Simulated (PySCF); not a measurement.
## Correlation energy of Ag²⁺ (silver, charge +2)

[Kr] 4d8 5p1, one real determinant (an excited configuration). All numbers are calculated (PySCF 2.14, scalar relativity by spin-free X2C-1e, in x2c-TZVPPall with one added diffuse shell each of s, p, d, f type (9s7p7d3f1g, 95 functions)). Frozen: [Ar] 3d10; 17 electrons correlated.

```csv
level,correlation energy (mhartree)
CCSD,-516.81
(T),-11.58
CCSD(T),-528.39
```

Diagnostics: T1 = 0.0072, D1 = 0.0344, largest double amplitude 0.035.

**Question.** Is a single reference adequate?

**Answer.** Yes, within this model without spin-orbit coupling: T1 lies below 0.03 and no double amplitude reaches 0.07.

The reference is one real determinant that mixes LS terms of this configuration.

This basis was not built for core-valence correlation, so the inner-shell part is incomplete.
